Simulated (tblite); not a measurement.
Record of a relaxation.

C6H9FO.
Numbering: `[CH2:1]=[CH:2][C@@H:3]1[CH2:4][C@@H:5]([CH2:6][F:7])[O:8]1` (hydrogens: H9, H10 on C1; H11 on C2; H12 on C3; H13, H14 on C4; H15 on C5; H16, H17 on C6)

Computed with GFN2-xTB (tblite), gas phase: L-BFGS steps from a force-field or distance-geometry start until the largest atomic force falls under 0.01 eV/Å. 9 of its 102 geometries are shown.

Step 0: E = -712.2788 eV, largest atomic force 0.822 eV/Å
```
atom  x, y, z in Å  |  force x, y, z in eV/Å
C1     -2.944    0.347   -0.334   -0.615  -0.229  -0.077
C2     -1.976   -0.449    0.086   -0.251  -0.104   0.265
C3     -0.606    0.076    0.365   -0.102  -0.368  -0.015
C4      0.266    0.309   -0.883    0.376  -0.025   0.366
C5      1.270   -0.616   -0.160   -0.803  -0.158   0.078
C6      2.523    0.035    0.374    0.212   0.126   0.340
F7      3.283    0.453   -0.682    0.205   0.128  -0.056
O8      0.325   -0.895    0.896    0.125   0.382  -0.581
H9     -2.792    1.408   -0.504   -0.046  -0.270   0.045
H10    -3.950   -0.047   -0.516    0.565   0.307   0.009
H11    -2.154   -1.512    0.265    0.203   0.409  -0.094
H12    -0.649    0.944    1.035   -0.046  -0.004  -0.074
H13     0.583    1.337   -1.018    0.109   0.032  -0.112
H14    -0.109   -0.104   -1.821   -0.074   0.086   0.245
H15     1.493   -1.516   -0.733    0.237  -0.159   0.043
H16     2.305    0.911    1.009   -0.057  -0.131  -0.277
H17     3.124   -0.670    0.963   -0.038  -0.023  -0.105
```

Step 13: E = -712.3389 eV, largest atomic force 0.049 eV/Å
```
atom  x, y, z in Å  |  force x, y, z in eV/Å
C1     -2.968    0.334   -0.330   -0.013   0.008   0.006
C2     -1.986   -0.437    0.099   -0.005   0.006   0.027
C3     -0.611    0.086    0.364    0.023  -0.012   0.023
C4      0.280    0.317   -0.871    0.037   0.012  -0.003
C5      1.258   -0.631   -0.169   -0.018  -0.014   0.015
C6      2.524    0.031    0.371   -0.004  -0.010   0.006
F7      3.310    0.456   -0.672   -0.009  -0.003  -0.001
O8      0.317   -0.889    0.873    0.011  -0.027  -0.012
H9     -2.821    1.389   -0.492   -0.005   0.021  -0.007
H10    -3.953   -0.045   -0.537    0.010  -0.048   0.006
H11    -2.119   -1.495    0.269    0.013  -0.009  -0.022
H12    -0.658    0.949    1.040    0.005   0.034  -0.012
H13     0.640    1.329   -1.024    0.002   0.040  -0.014
H14    -0.143   -0.075   -1.791    0.013   0.008  -0.005
H15     1.526   -1.539   -0.720   -0.035   0.001   0.003
H16     2.280    0.910    0.977   -0.003  -0.005  -0.027
H17     3.118   -0.676    0.958   -0.021  -0.002   0.017
```

Step 25: E = -712.3424 eV, largest atomic force 0.033 eV/Å
```
atom  x, y, z in Å  |  force x, y, z in eV/Å
C1     -2.975    0.326   -0.325   -0.005   0.004   0.007
C2     -1.975   -0.424    0.101   -0.010  -0.010  -0.012
C3     -0.604    0.104    0.366   -0.017  -0.008   0.006
C4      0.289    0.329   -0.871   -0.020   0.006   0.011
C5      1.252   -0.636   -0.172    0.016   0.015  -0.012
C6      2.518    0.020    0.369    0.021   0.004   0.003
F7      3.317    0.425   -0.669    0.008  -0.005  -0.011
O8      0.312   -0.882    0.873    0.010   0.001  -0.006
H9     -2.857    1.386   -0.483   -0.013  -0.001   0.005
H10    -3.946   -0.087   -0.534    0.003   0.002   0.003
H11    -2.087   -1.488    0.253    0.003  -0.007   0.000
H12    -0.642    0.970    1.040   -0.021   0.008  -0.013
H13     0.660    1.339   -1.019    0.005  -0.011  -0.014
H14    -0.139   -0.053   -1.794    0.004   0.016   0.000
H15     1.506   -1.547   -0.724   -0.008  -0.009   0.002
H16     2.265    0.909    0.955    0.029   0.013   0.008
H17     3.099   -0.680    0.976   -0.005  -0.016   0.022
```

Step 38: E = -712.3495 eV, largest atomic force 0.034 eV/Å
```
atom  x, y, z in Å  |  force x, y, z in eV/Å
C1     -3.026    0.275   -0.293    0.012  -0.005   0.006
C2     -1.965   -0.423    0.065    0.024  -0.008  -0.002
C3     -0.619    0.164    0.341    0.015   0.010  -0.002
C4      0.303    0.386   -0.878    0.009  -0.008   0.015
C5      1.245   -0.593   -0.167   -0.006  -0.005   0.011
C6      2.551   -0.017    0.371   -0.004   0.000  -0.012
F7      3.427    0.230   -0.655   -0.007  -0.004  -0.033
O8      0.308   -0.789    0.892   -0.008   0.006   0.007
H9     -2.995    1.347   -0.398    0.006   0.015   0.005
H10    -3.969   -0.201   -0.497   -0.012   0.014  -0.009
H11    -2.007   -1.498    0.168    0.001  -0.020  -0.023
H12    -0.701    1.044    0.991   -0.020  -0.003   0.003
H13     0.686    1.395   -1.004   -0.009  -0.019   0.004
H14    -0.105    0.021   -1.817    0.009   0.013   0.021
H15     1.449   -1.523   -0.711    0.005   0.003   0.010
H16     2.381    0.931    0.891   -0.009  -0.002  -0.011
H17     3.029   -0.735    1.045   -0.006   0.014   0.010
```

Step 50: E = -712.3556 eV, largest atomic force 0.063 eV/Å
```
atom  x, y, z in Å  |  force x, y, z in eV/Å
C1     -3.044    0.238   -0.265   -0.029   0.006  -0.010
C2     -1.946   -0.441    0.011   -0.024   0.004  -0.014
C3     -0.637    0.202    0.335   -0.026  -0.006   0.009
C4      0.315    0.420   -0.859    0.019  -0.014  -0.006
C5      1.229   -0.571   -0.133    0.010  -0.014   0.035
C6      2.569   -0.037    0.356    0.027  -0.008  -0.024
F7      3.454    0.037   -0.688    0.040   0.009  -0.048
O8      0.303   -0.700    0.945   -0.021  -0.029   0.021
H9     -3.058    1.316   -0.272   -0.001  -0.026   0.046
H10    -3.973   -0.252   -0.500    0.025  -0.006  -0.034
H11    -1.927   -1.522    0.002   -0.016   0.015   0.006
H12    -0.792    1.087    0.960    0.035   0.036   0.008
H13     0.718    1.423   -0.951   -0.012   0.024  -0.021
H14    -0.070    0.080   -1.815   -0.013   0.003  -0.023
H15     1.386   -1.524   -0.653    0.003   0.001   0.008
H16     2.470    0.972    0.769   -0.004  -0.021   0.028
H17     2.997   -0.716    1.100   -0.014   0.027   0.022
```

Step 63: E = -712.3592 eV, largest atomic force 0.027 eV/Å
```
atom  x, y, z in Å  |  force x, y, z in eV/Å
C1     -3.063    0.211   -0.243   -0.004  -0.006  -0.003
C2     -1.935   -0.436   -0.019    0.013   0.004  -0.012
C3     -0.646    0.233    0.332    0.010   0.005   0.010
C4      0.322    0.439   -0.852   -0.004   0.004   0.006
C5      1.220   -0.556   -0.110   -0.019  -0.006  -0.010
C6      2.584   -0.053    0.348   -0.025   0.000  -0.003
F7      3.471   -0.092   -0.697    0.008   0.012   0.005
O8      0.296   -0.645    0.974    0.002   0.002   0.001
H9     -3.132    1.282   -0.152    0.007   0.014   0.007
H10    -3.962   -0.303   -0.533   -0.024  -0.007   0.010
H11    -1.874   -1.511   -0.109    0.007   0.002  -0.017
H12    -0.821    1.129    0.937    0.000   0.002  -0.001
H13     0.732    1.442   -0.934   -0.003  -0.001  -0.018
H14    -0.053    0.110   -1.817    0.005  -0.013   0.014
H15     1.347   -1.522   -0.615    0.007  -0.013  -0.001
H16     2.531    0.983    0.695    0.017  -0.005   0.011
H17     2.976   -0.699    1.140    0.003   0.005   0.001
```

Step 76: E = -712.3607 eV, largest atomic force 0.029 eV/Å
```
atom  x, y, z in Å  |  force x, y, z in eV/Å
C1     -3.067    0.213   -0.227   -0.004   0.015  -0.006
C2     -1.930   -0.429   -0.035   -0.024   0.007  -0.004
C3     -0.645    0.238    0.330   -0.016   0.012  -0.021
C4      0.322    0.430   -0.857    0.010  -0.014  -0.002
C5      1.220   -0.556   -0.102    0.018  -0.016  -0.003
C6      2.583   -0.051    0.354    0.015   0.001  -0.002
F7      3.468   -0.085   -0.694   -0.003   0.010   0.006
O8      0.293   -0.639    0.979   -0.002   0.009  -0.007
H9     -3.144    1.281   -0.098    0.001  -0.006   0.022
H10    -3.965   -0.296   -0.532    0.014  -0.004   0.011
H11    -1.857   -1.498   -0.176    0.000  -0.007   0.009
H12    -0.820    1.137    0.930   -0.012   0.016  -0.001
H13     0.730    1.431   -0.969    0.002  -0.015   0.019
H14    -0.060    0.077   -1.811    0.021  -0.001  -0.005
H15     1.351   -1.527   -0.596    0.003  -0.021  -0.020
H16     2.533    0.984    0.705   -0.006   0.006   0.009
H17     2.982   -0.697    1.143   -0.017   0.010  -0.007
```

Step 88: E = -712.3660 eV, largest atomic force 0.078 eV/Å
```
atom  x, y, z in Å  |  force x, y, z in eV/Å
C1     -3.082    0.236   -0.157    0.040   0.003   0.014
C2     -1.934   -0.411   -0.079   -0.070   0.032  -0.010
C3     -0.636    0.235    0.273   -0.022   0.010  -0.022
C4      0.350    0.374   -0.906   -0.014  -0.001  -0.002
C5      1.233   -0.583   -0.101   -0.006  -0.011  -0.007
C6      2.566   -0.033    0.388    0.009   0.019  -0.011
F7      3.458    0.049   -0.653   -0.031  -0.031   0.041
O8      0.277   -0.643    0.958   -0.020   0.012  -0.020
H9     -3.155    1.288    0.071    0.002  -0.031  -0.014
H10    -3.994   -0.251   -0.457    0.025  -0.004   0.024
H11    -1.866   -1.467   -0.302    0.000   0.007  -0.009
H12    -0.798    1.157    0.841    0.006  -0.002   0.019
H13     0.763    1.368   -1.054   -0.006  -0.012   0.001
H14    -0.016   -0.021   -1.850    0.002   0.018  -0.008
H15     1.386   -1.564   -0.565    0.034  -0.019   0.001
H16     2.449    0.977    0.795    0.012  -0.026   0.010
H17     2.991   -0.701    1.143    0.040   0.036  -0.006
```

Step 101: E = -712.3687 eV, largest atomic force 0.010 eV/Å
```
atom  x, y, z in Å  |  force x, y, z in eV/Å
C1     -3.102    0.232   -0.099    0.000  -0.002   0.000
C2     -1.938   -0.389   -0.131    0.000  -0.007   0.007
C3     -0.638    0.252    0.222    0.000  -0.001   0.002
C4      0.375    0.355   -0.936   -0.001  -0.002   0.001
C5      1.234   -0.590   -0.091    0.003   0.000  -0.003
C6      2.560   -0.030    0.411   -0.001   0.002   0.001
F7      3.455    0.051   -0.627    0.001  -0.005   0.005
O8      0.251   -0.626    0.943    0.005  -0.005  -0.002
H9     -3.189    1.261    0.208    0.004  -0.004   0.000
H10    -4.015   -0.262   -0.384   -0.002   0.006   0.000
H11    -1.862   -1.424   -0.433    0.002   0.008  -0.002
H12    -0.798    1.184    0.775   -0.001   0.003   0.001
H13     0.801    1.343   -1.093   -0.003  -0.004  -0.004
H14     0.028   -0.054   -1.880    0.002   0.002  -0.002
H15     1.401   -1.582   -0.528    0.000   0.000  -0.004
H16     2.436    0.980    0.815   -0.003   0.002  -0.002
H17     2.994   -0.687    1.171   -0.008   0.005   0.001
```

Q: Summarise the path.

A: The energy falls by 2.07 kcal/mol from step 0 to step 101; nine tenths of that is first reached at step 68. It rises by more than 0.2 meV at step 51. The largest force goes from 0.822 to 0.010 eV/Å. Among the bonds C1–H10 changes most, from 1.096 to 1.076 Å; the atoms move by 0.363 Å rms after alignment.

Q: Follow the three bonds and two angles with the largest change from start to end.

A: 
```tsv
step	E above end (kcal/mol)	largest force (eV/Å)	C1–H10 (Å)	C5–O8 (Å)	C5–C6 (Å)	C1–C2–C3 (°)	C3–C2–H11 (°)
0	2.07	0.822	1.096	1.444	1.510	121.3	117.4
4	0.93	0.199	1.070	1.425	1.526	121.9	116.2
9	0.74	0.056	1.076	1.427	1.527	122.3	115.5
13	0.69	0.049	1.075	1.428	1.527	122.5	115.3
18	0.64	0.042	1.075	1.426	1.526	123.1	115.0
22	0.62	0.027	1.076	1.427	1.526	123.3	115.0
26	0.60	0.039	1.076	1.426	1.525	123.5	114.5
31	0.55	0.076	1.077	1.428	1.526	123.8	113.8
35	0.47	0.062	1.076	1.427	1.526	124.2	114.1
40	0.43	0.034	1.077	1.427	1.525	124.4	114.3
44	0.40	0.055	1.076	1.427	1.523	124.0	114.8
48	0.33	0.067	1.075	1.428	1.523	123.9	114.4
53	0.27	0.043	1.076	1.427	1.523	123.6	114.6
57	0.24	0.035	1.076	1.428	1.524	123.8	114.6
61	0.22	0.027	1.076	1.427	1.523	123.8	114.8
66	0.21	0.025	1.076	1.427	1.523	124.0	114.5
70	0.20	0.023	1.076	1.428	1.523	124.1	114.4
75	0.19	0.026	1.076	1.427	1.524	124.0	114.5
79	0.16	0.059	1.076	1.428	1.523	123.9	114.5
83	0.11	0.051	1.075	1.428	1.525	123.7	114.7
88	0.06	0.078	1.077	1.427	1.523	123.9	114.6
92	0.03	0.064	1.076	1.427	1.524	123.8	114.6
97	0.00	0.017	1.076	1.427	1.524	124.1	114.5
101	0.00	0.010	1.076	1.427	1.524	124.2	114.6
```

Hardware: an Arm Neoverse N1 with one thread, on a shared host.
